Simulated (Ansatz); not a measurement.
## Nudged elastic band run: AlClFHTe

input.yaml

```yaml
crystal:
  periodic: [false, false, false]
  atoms:
    - { symbol: F, position_ang: [0.041216, -0.808615, 2.166051] }
    - { symbol: Al, position_ang: [0.235413, -0.352408, 0.582718] }
    - { symbol: Cl, position_ang: [1.938708, -1.009691, -0.430617] }
    - { symbol: Te, position_ang: [-1.534759, 1.083074, -0.444423] }
    - { symbol: H, position_ang: [-0.680567, 1.087629, -1.873728] }
basis:
  gaussian: { orbitals: def2-SVP }
hamiltonian:
  xc: pbe0
neb:
  order_check: false
  images: 5
  f_tol: 0.05
  max_iterations: 60
  initial_path: idpp
  final_atoms:
    - { symbol: F, position_ang: [-0.21739174, -0.51132324, 1.77564583] }
    - { symbol: Al, position_ang: [0.47114563, -0.38159938, 0.2714675] }
    - { symbol: Cl, position_ang: [2.28828714, -1.35030682, -0.07147303] }
    - { symbol: Te, position_ang: [-0.65667121, 0.9448548, -1.52155009] }
    - { symbol: H, position_ang: [-1.88535882, 1.29836363, -0.45408923] }
```

Run as:

```bash
$ ansatz run input.yaml --threads 1 --pin off --max-ram 2048MiB --backend cpu --events-out ev --progress --plain --runs-dir out
```

Output, in part (warnings, iteration lines, the closing report on the highest movable image, with atoms numbered from 0):

```
NEB end point (image 0): max|allowed force component| = 1.709e-3 eV/Å (the criterion of neb.relax_end_points is 1.000e-2)
NEB end point (image 6): max|allowed force component| = 6.765e-3 eV/Å (the criterion of neb.relax_end_points is 1.000e-2)
NEB iter   1: max|band force component| = 2.005e0 eV/Å  barrier→ = 0.4891 eV  barrier← = 0.4878 eV  Δτ_max = 0.1932 Å  (178 SCF iters)
NEB iter   2: max|band force component| = 5.504e-1 eV/Å  barrier→ = 0.2611 eV  barrier← = 0.2599 eV  Δτ_max = 0.0895 Å  (147 SCF iters)
NEB iter   3: max|band force component| = 1.912e-1 eV/Å  barrier→ = 0.2255 eV  barrier← = 0.2243 eV  CI = image 3  Δτ_max = 0.0346 Å  (147 SCF iters)
NEB iter   4: max|band force component| = 1.206e-1 eV/Å  barrier→ = 0.2204 eV  barrier← = 0.2191 eV  CI = image 3  Δτ_max = 0.0717 Å  (142 SCF iters)
NEB iter   5: max|band force component| = 4.086e-2 eV/Å  barrier→ = 0.2164 eV  barrier← = 0.2151 eV  CI = image 3  Δτ_max = 0.0000 Å  (285 SCF iters)
Total energy: -29132.83961117 eV, -1070.6121087626 hartree
Atom 0 at     0.456289    -0.044278     2.037997 Å, force     0.003733    -0.001825     0.006777 eV/Å
Atom 1 at     0.192864    -0.465985     0.455549 Å, force     0.004017     0.011326    -0.022333 eV/Å
Atom 2 at     1.448119    -1.959562    -0.291066 Å, force    -0.008038     0.001773     0.007787 eV/Å
Atom 3 at    -1.621775     0.664841    -0.896026 Å, force    -0.007539    -0.011821    -0.001693 eV/Å
Atom 4 at    -0.475486     1.804973    -1.306453 Å, force     0.007827     0.000547     0.009462 eV/Å
Dipole moment:    -0.159614     0.123827    -0.216575 e Å
```

It converged. A vibrational analysis at the climbing image gives one clearly imaginary mode, 209i cm⁻¹: a first-order saddle point.

Final band (atoms are numbered from 1 in the order of the input):

| image | path coordinate (Å) | energy (kcal/mol) | dihedral Cl3–Al2–Te4–H5 (°) |
| --- | --- | --- | --- |
| 0 | 0.00 | 0.0 | 0 |
| 1 | 0.56 | 1.4 | -32 |
| 2 | 1.12 | 3.9 | -62 |
| 3 | 1.68 | 5.0 | -91 |
| 4 | 2.24 | 3.7 | -121 |
| 5 | 2.80 | 1.3 | -150 |
| 6 | 3.36 | 0.0 | -180 |

Time of the run: 94 s on 1 CPU thread of a shared host.
